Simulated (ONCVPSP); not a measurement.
# Plane-wave convergence, ONCV potential for Ir (Z = 77)

Ir, optimised norm-conserving Vanderbilt (ONCV), made with ONCVPSP 4.0.1 (PBE, scalar-relativistic). Core [Kr] 4d10 4f14, reference 5s2 5p6 5d7 6s1 (charge +1). Waves: 5s+6s: rc 1.60 bohr, ncon 4, nbas 8, qcut 9.8 1/bohr, 2 projectors; 5p: rc 1.90 bohr, ncon 4, nbas 8, qcut 7.8 1/bohr, 2 projectors, debl 3.7 Ha; 5d: rc 2.30 bohr, ncon 4, nbas 8, qcut 8.3 1/bohr, 1 projector. Local part: polynomial inside 1.10 bohr (lpopt 5, dvloc0 6 Ha). Core correction: polynomial model core, fcfact 0.15.

Problem. For each optimised wave give the share of its norm inside rc, the residual kinetic energy above qcut (Ha) and the cutoffs (Ha) for errors of 10, 1, 0.1 and 0.01 mHa per electron.

Solution.

| wave | norm inside rc | residual KE | 10 mHa | 1 mHa | 0.1 mHa | 0.01 mHa |
| --- | --- | --- | --- | --- | --- | --- |
| 5s | 0.960 | 3.9e-08 | 22.6 | 28.9 | 34.1 | 38.4 |
| 6s | 0.083 | 2.1e-08 | 19.5 | 27.2 | 33.3 | 38.3 |
| 5p | 0.959 | 2.7e-08 | 11.2 | 14.1 | 16.5 | 18.9 |
| p projector 2 | 0.137 | 1.0e-06 | 9.9 | 13.0 | 21.6 | 26.6 |
| 5d | 0.835 | 2.7e-09 | 14.0 | 18.4 | 22.0 | 25.2 |

The occupied waves need 29 Ha and 34 Ha for 1 and 0.1 mHa.
